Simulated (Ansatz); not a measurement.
`CO[SiH]([SiH3])S` + H–F → `CO[SiH](F)[SiH3]` + H₂S at 700 K and 1 bar (ligand exchange at the Si–S bond).

Program: Ansatz. Geometries: PBE0-D4/def2-TZVP. ΔE: electronic, gas phase. CCSD(T)/CBS is the MP2 limit (def2-TZVPP, def2-QZVPP) plus CCSD(T) − MP2 in def2-TZVPP, frozen cores. This one scheme is used for every species. Each species was taken in one conformer, which may not be the lowest.

```csv
species,CCSD(T)/CBS energy (Eh),H − E (kJ/mol),S (J/(mol·K))
`CO[SiH]([SiH3])S`,-1094.02757,326.5,550.8
H–F,-100.39570,45.2,198.5
`CO[SiH](F)[SiH3]`,-795.47815,298.9,517.4
H₂S,-398.97279,64.8,236.9
```

H − E and S are ideal-gas, rigid-rotor, harmonic terms from PBE0-D4/def2-TZVP, for one conformer and one mirror image of each species. 1 Eh = 2625.50 kJ/mol, R = 8.31446 J/(mol·K).

Q: By hand: ΔE, ΔH, ΔS and ΔG.

A: ΔE = (-795.47815) + (-398.97279) − (-1094.02757) − (-100.39570) = -0.02767 Eh = -72.6 kJ/mol. Δ(H − E) = 298.9 + 64.8 − 326.5 − 45.2 = -8.0, so ΔH = -80.6 kJ/mol. ΔS = 517.4 + 236.9 − 550.8 − 198.5 = 5.0 J/(mol·K). ΔG = -80.6 − 700 × (5.0)/1000 = -84.1 kJ/mol.

Q: By hand: the equilibrium constant, and the temperature at which ΔG would vanish if ΔH and ΔS stayed fixed.

A: log₁₀ K = −ΔG/(RT ln 10) = 6.3. ΔH and −TΔS have one sign here, so there is no such temperature.

The number of gas molecules stays the same, so ΔS is small and ΔH decides. A doubt of 5 kJ/mol in ΔE shifts log₁₀ K by 0.4 here. Other conformers and mirror images would add mixing entropy, several J/(mol·K) or more a flexible species. These are equilibria of isolated gas molecules and say nothing of rates. Largest T1 diagnostic: 0.012 (customary marks: 0.02 for closed shells, 0.045 for open ones).

ΔS is within the doubt of such terms, so its sign, and with it that verdict, could turn.
